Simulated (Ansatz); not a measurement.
Reaction (cleavage of the Al–Si bond): `C[SiH2][Al]([F])[SiH3]` + HCl → `C[SiH2][Al]([F])[Cl]` + SiH₄

Computed with Ansatz on PBE0-D4/def2-TZVP structures; ΔE is electronic, products minus reactants. CCSD(T)/CBS adds triple-zeta CCSD(T) − MP2 to the extrapolated MP2 energy (def2 sets, frozen cores). This one scheme is used for every species. Functionals use def2-TZVPP. One conformer a species, not always the lowest.

CCSD(T)/CBS gives -40.2 kcal/mol.

(1) Another level gave -39.7 kcal/mol. Which?
A. HF/def2-TZVPP
B. CCSD(T)/def2-TZVPP
C. PBE0/def2-TZVPP
D. PBE-D4/def2-TZVPP

Largest T1 diagnostic among the species: 0.013.

Results:

(1) B. CCSD(T)/def2-TZVPP -39.7, HF/def2-TZVPP -45.2, PBE0 -37.7, PBE-D4 -35.7 kcal/mol.

From PBE to PBE0 (25 % exact exchange), in def2-TZVPP and without D4, ΔE moves by −1.7 kcal/mol. In def2-TZVPP, CCSD(T) changes the Hartree–Fock value by +5.5 kcal/mol (the triples alone add +0.5 kcal/mol) and MP2 by +2.8 kcal/mol.
